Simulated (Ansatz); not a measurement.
Species: GeH3 (charge -1, singlet). Whether it binds its extra electron was not tested at this geometry. 
Coordinates optimised at B3LYP-D3(BJ)/def2-TZVP (Ansatz, a program for electronic structure):
```xyz
4

Ge    -0.0301    -0.0444    -0.0555
H      0.6497    -0.6325     1.2988
H     -0.8841     1.0611     0.7755
H      1.1978     0.9923    -0.2995
```
Charge -1, spin multiplicity 1.

Total electronic energies in hartree. Valence correlation only, unless marked. Spin-orbit coupling is left out. The frozen core is the preceding noble-gas configuration, with the filled d and f shells of earlier blocks. No relativistic terms. CBS marks a two-point X^-3 extrapolation of the correlation energy; Hartree-Fock from the larger set. [CCSD(T)-MP2]/basis is that difference in the basis named.

```tsv
level	program	energy (Eh)
HF/cc-pVQZ	Ansatz	-2077.12545
r2SCAN/def2-TZVPD	Ansatz	-2078.78718
r2SCAN-D3(BJ)/def2-TZVPD	Ansatz + dftd3	-2078.78751
B3LYP-D4/def2-TZVPD	Ansatz + dftd4	-2078.86022
PBE0/STO-3G	Ansatz	-2054.44376
HSE06-D3(BJ)/def2-TZVPD	Ansatz + dftd3	-2078.53236
HSE06-D4/def2-TZVPD	Ansatz + dftd4	-2078.53327
CAM-B3LYP/def2-TZVPD	Ansatz	…
B2GP-PLYP-D4/def2-TZVPD	Ansatz + dftd4	-2078.22569
B2GP-PLYP/def2-TZVPD	Ansatz	-2078.22476
MP2/aug-cc-pVDZ	Ansatz	-2077.17612
MP2/cc-pVDZ	Ansatz	-2077.15744
MP2/cc-pVTZ	Ansatz	-2077.26395
RI-MP2/CBS(def2-TZVPPD,def2-QZVPPD)+[CCSD(T)-MP2]/def2-SVPD	Ansatz	-2077.3206
CCSD(T)/CBS(aug-cc-pVTZ,aug-cc-pVQZ)	Ansatz	-2077.3184
```

### Question
What belongs in the gaps?

### Answer

- CAM-B3LYP/def2-TZVPD, energy (Eh): -2078.91956
